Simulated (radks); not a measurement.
All-electron atom: Ta in [Xe] 4f14 5d3 6s2.

Method: scalar-relativistic Kohn-Sham, BLYP, spin-unpolarised, spherical densities, finite nucleus; Fermi nuclear charge, rms radius 5.3507 fm; computed with a radial shooting solver on a logarithmic mesh with Libxc functionals.

Energy parts (hartree):
| part | energy |
|---|---|
| total | -15603.2176 |
| kinetic | 17138.4099 |
| electron-nucleus | -38529.5869 |
| Hartree | 6103.9301 |
| exchange-correlation | -315.9706 |

Orbitals (lengths in bohr, moments of r in powers of bohr; <r^-3> diverges for s and p1/2; r(max) is where P^2 peaks):
[
 {"orbital": "1s", "occ.": "2", "eigenvalue (hartree)": "-2475.197", "<r^2>": "0.0004788", "r(max)": "0.01168", "<r^-3>": "-"},
 {"orbital": "2s", "occ.": "2", "eigenvalue (hartree)": "-425.2892", "<r^2>": "0.007376", "r(max)": "0.06686", "<r^-3>": "-"},
 {"orbital": "2p", "occ.": "6", "eigenvalue (hartree)": "-372.7992", "<r^2>": "0.006083", "r(max)": "0.05476", "<r^-3>": "18750"},
 {"orbital": "3s", "occ.": "2", "eigenvalue (hartree)": "-97.41377", "<r^2>": "0.04796", "r(max)": "0.1887", "<r^-3>": "-"},
 {"orbital": "3p", "occ.": "6", "eigenvalue (hartree)": "-81.79563", "<r^2>": "0.04865", "r(max)": "0.1865", "<r^-3>": "4158"},
 {"orbital": "3d", "occ.": "10", "eigenvalue (hartree)": "-63.54294", "<r^2>": "0.04038", "r(max)": "0.1519", "<r^-3>": "537.6"},
 {"orbital": "4s", "occ.": "2", "eigenvalue (hartree)": "-19.84562", "<r^2>": "0.2377", "r(max)": "0.4288", "<r^-3>": "-"},
 {"orbital": "4p", "occ.": "6", "eigenvalue (hartree)": "-14.72051", "<r^2>": "0.2706", "r(max)": "0.4495", "<r^-3>": "960.2"},
 {"orbital": "4d", "occ.": "10", "eigenvalue (hartree)": "-8.15430", "<r^2>": "0.3173", "r(max)": "0.4613", "<r^-3>": "105.7"},
 {"orbital": "5s", "occ.": "2", "eigenvalue (hartree)": "-2.67497", "<r^2>": "1.361", "r(max)": "0.9879", "<r^-3>": "-"},
 {"orbital": "5p", "occ.": "6", "eigenvalue (hartree)": "-1.44087", "<r^2>": "1.905", "r(max)": "1.124", "<r^-3>": "132.4"},
 {"orbital": "4f", "occ.": "14", "eigenvalue (hartree)": "-0.89892", "<r^2>": "0.5216", "r(max)": "0.4410", "<r^-3>": "17.27"},
 {"orbital": "6s", "occ.": "2", "eigenvalue (hartree)": "-0.19526", "<r^2>": "12.51", "r(max)": "2.755", "<r^-3>": "-"},
 {"orbital": "5d", "occ.": "3", "eigenvalue (hartree)": "-0.12691", "<r^2>": "6.360", "r(max)": "1.588", "<r^-3>": "5.399"}
]

The highest occupied level is 5d at -3.453 eV. Summed over all electrons, <r^2> = 71.67 bohr^2, which gives a Langevin (diamagnetic) susceptibility term of -56.8 x 10^-6 cm^3/mol. For comparison, the ionisation energy in NIST's Atomic Spectra Database is 7.550 eV (measured). In exact Kohn-Sham theory the highest level is minus the ionisation energy, but local and semilocal functionals leave it too shallow, through self-interaction and a potential that decays too fast; potentials with the right tail come closer.

Beside tabulated values, note that spin-unpolarised runs miss the spin-polarisation part of the exchange energy of open shells.
